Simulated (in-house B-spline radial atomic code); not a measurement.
Computed with a B-spline radial atomic code. Model: two electrons, singlet ground state, non-relativistic, full CI in B-splines with partial waves to l = 8 (at full coupling up to 3e-4 hartree above the limit, correlation up to 0.6 % small), density held at that of full coupling by Lieb maximisation.

Along the adiabatic connection the electron repulsion is scaled by a coupling λ while a local potential keeps the density fixed. At λ = 0 the system is the Kohn-Sham one and W equals the exchange energy; the exchange-correlation energy is the area under W between 0 and 1. The kinetic energy rises with λ as the electrons avoid each other, with dT/dλ = −λ dW/dλ.

Command:
```bash
python run_ac.py task.json out
```
Settings (lengths in bohr, energies in hartree):
```
potential              yukawa
strength               3.59
lmax                   8
second                 1.11
```

Time taken, with all properties: 17 s on 1 thread of Intel(R) Xeon(R) Processor @ 2.30GHz, with other jobs on the host.

**W = mean repulsion less Hartree energy, and W of three functionals.**

Given: confinement screened point charge; nuclear charge 3.59; screening of the nucleus 1.11 1/bohr; external potential -Z exp(-k r)/r.

Computed: LDA exchange minus exact 251.35 millihartree; PBE exchange minus exact 17.723 millihartree.

```json
{"coupling": "0", "W xc (hartree)": "-1.8341", "W xc minus exchange (millihartree)": "0", "kinetic minus Kohn-Sham (millihartree)": "0", "LDA (PW92) W minus its exchange (millihartree)": "0", "PBE W minus its exchange (millihartree)": "0", "SCAN W minus its exchange (millihartree)": "0"}
{"coupling": "0.02", "W xc (hartree)": "-1.836", "W xc minus exchange (millihartree)": "-1.938", "kinetic minus Kohn-Sham (millihartree)": "0", "LDA (PW92) W minus its exchange (millihartree)": "-13.25", "PBE W minus its exchange (millihartree)": "-1.74", "SCAN W minus its exchange (millihartree)": "-1.82"}
{"coupling": "0.05", "W xc (hartree)": "?", "W xc minus exchange (millihartree)": "?", "kinetic minus Kohn-Sham (millihartree)": "?", "LDA (PW92) W minus its exchange (millihartree)": "?", "PBE W minus its exchange (millihartree)": "?", "SCAN W minus its exchange (millihartree)": "?"}
{"coupling": "0.12", "W xc (hartree)": "-1.8455", "W xc minus exchange (millihartree)": "-11.482", "kinetic minus Kohn-Sham (millihartree)": "0.7", "LDA (PW92) W minus its exchange (millihartree)": "-54", "PBE W minus its exchange (millihartree)": "-10.59", "SCAN W minus its exchange (millihartree)": "-10.65"}
{"coupling": "0.25", "W xc (hartree)": "-1.8576", "W xc minus exchange (millihartree)": "-23.538", "kinetic minus Kohn-Sham (millihartree)": "2.9", "LDA (PW92) W minus its exchange (millihartree)": "-92.1", "PBE W minus its exchange (millihartree)": "-22.12", "SCAN W minus its exchange (millihartree)": "-21.6"}
{"coupling": "0.4", "W xc (hartree)": "-1.871", "W xc minus exchange (millihartree)": "-36.976", "kinetic minus Kohn-Sham (millihartree)": "7.3", "LDA (PW92) W minus its exchange (millihartree)": "-127.52", "PBE W minus its exchange (millihartree)": "-35.24", "SCAN W minus its exchange (millihartree)": "-33.67"}
{"coupling": "0.6", "W xc (hartree)": "-1.8882", "W xc minus exchange (millihartree)": "-54.146", "kinetic minus Kohn-Sham (millihartree)": "15.8", "LDA (PW92) W minus its exchange (millihartree)": "-166.86", "PBE W minus its exchange (millihartree)": "-52.27", "SCAN W minus its exchange (millihartree)": "-48.94"}
{"coupling": "0.8", "W xc (hartree)": "-1.9046", "W xc minus exchange (millihartree)": "-70.519", "kinetic minus Kohn-Sham (millihartree)": "27.3", "LDA (PW92) W minus its exchange (millihartree)": "-200.46", "PBE W minus its exchange (millihartree)": "-68.7", "SCAN W minus its exchange (millihartree)": "-63.39"}
{"coupling": "1", "W xc (hartree)": "?", "W xc minus exchange (millihartree)": "?", "kinetic minus Kohn-Sham (millihartree)": "?", "LDA (PW92) W minus its exchange (millihartree)": "?", "PBE W minus its exchange (millihartree)": "?", "SCAN W minus its exchange (millihartree)": "?"}
{"coupling": "1.4", "W xc (hartree)": "-1.9494", "W xc minus exchange (millihartree)": "-115.34", "kinetic minus Kohn-Sham (millihartree)": "76.3", "LDA (PW92) W minus its exchange (millihartree)": "-280.84", "PBE W minus its exchange (millihartree)": "-114.29", "SCAN W minus its exchange (millihartree)": "-102.73"}
{"coupling": "2", "W xc (hartree)": "-1.9887", "W xc minus exchange (millihartree)": "-154.6", "kinetic minus Kohn-Sham (millihartree)": "142.8", "LDA (PW92) W minus its exchange (millihartree)": "-342.93", "PBE W minus its exchange (millihartree)": "-154.75", "SCAN W minus its exchange (millihartree)": "-137.18"}
{"coupling": "3", "W xc (hartree)": "-2.0442", "W xc minus exchange (millihartree)": "-210.13", "kinetic minus Kohn-Sham (millihartree)": "280.7", "LDA (PW92) W minus its exchange (millihartree)": "-423.42", "PBE W minus its exchange (millihartree)": "-212.8", "SCAN W minus its exchange (millihartree)": "-186.35"}
{"coupling": "4.5", "W xc (hartree)": "-2.11", "W xc minus exchange (millihartree)": "-275.94", "kinetic minus Kohn-Sham (millihartree)": "525.2", "LDA (PW92) W minus its exchange (millihartree)": "-512.89", "PBE W minus its exchange (millihartree)": "-283.25", "SCAN W minus its exchange (millihartree)": "-245.98"}
{"coupling": "7", "W xc (hartree)": "-2.1889", "W xc minus exchange (millihartree)": "-354.83", "kinetic minus Kohn-Sham (millihartree)": "972.5", "LDA (PW92) W minus its exchange (millihartree)": "-617.29", "PBE W minus its exchange (millihartree)": "-371.4", "SCAN W minus its exchange (millihartree)": "-320.43"}
{"coupling": "10", "W xc (hartree)": "-2.2532", "W xc minus exchange (millihartree)": "-419.16", "kinetic minus Kohn-Sham (millihartree)": "1513.1", "LDA (PW92) W minus its exchange (millihartree)": "-703.64", "PBE W minus its exchange (millihartree)": "-447.82", "SCAN W minus its exchange (millihartree)": "-384.19"}
```

What belongs in the row 0.05?

W xc (hartree): -1.8389; W xc minus exchange (millihartree): -4.826; kinetic minus Kohn-Sham (millihartree): 0.1; LDA (PW92) W minus its exchange (millihartree): -27.6; PBE W minus its exchange (millihartree): -4.38; SCAN W minus its exchange (millihartree): -4.52.

What belongs in the row 1?

W xc (hartree): -1.9202; W xc minus exchange (millihartree): -86.144; kinetic minus Kohn-Sham (millihartree): 41.3; LDA (PW92) W minus its exchange (millihartree): -230.05; PBE W minus its exchange (millihartree): -84.51; SCAN W minus its exchange (millihartree): -77.13.

What is the SCAN exchange minus exact?

-10.911 millihartree.

**Energy parts, natural occupations and partial-wave weights.**

Computed: exchange energy -1.8341 hartree; correlation energy -0.044801 hartree; initial slope twice GL2 -0.097147 hartree; kinetic part over minus potential part 0.47993; Hartree energy 3.6681 hartree; Kohn-Sham kinetic 9.254 hartree; Lieb Oxford ratio E_xc over LDA exchange 1.1871.

| natural | occupation of the shell (electrons) |
| --- | --- |
| s | 1.9942 |
| s | ? |
| p | 0.0026439 |
| d | 0.00013067 |
| p | 0.00010745 |
| s | 6.1136e-05 |

What belongs in the row s?

occupation of the shell (electrons): 0.0028278.

```json
{"wave": "s", "weight": "0.99853"}
{"wave": "p", "weight": "?"}
{"wave": "d", "weight": "7.4128e-05"}
{"wave": "f", "weight": "1.0677e-05"}
{"wave": "g", "weight": "2.4996e-06"}
```

What belongs in the row p?

weight: 0.0013814.

What is the kinetic part of the DFT correlation energy?

0.041343 hartree.

What is the total energy?

-4.5662 hartree.

Half-way to full coupling W has made 53 % of its drop, against 50 % for a straight line, and second-order (GL2) theory, half the initial slope, overshoots the correlation energy by about 8 %: a moderate bend, as in light atoms. Over couplings 0 to 1 the errors in E_xc come to about +157 millihartree for LDA, +19 millihartree for PBE, -6.6 millihartree for SCAN, so SCAN is nearest. In LDA and SCAN the errors of exchange and correlation have opposite signs, so the sum is smaller than the larger of the two.
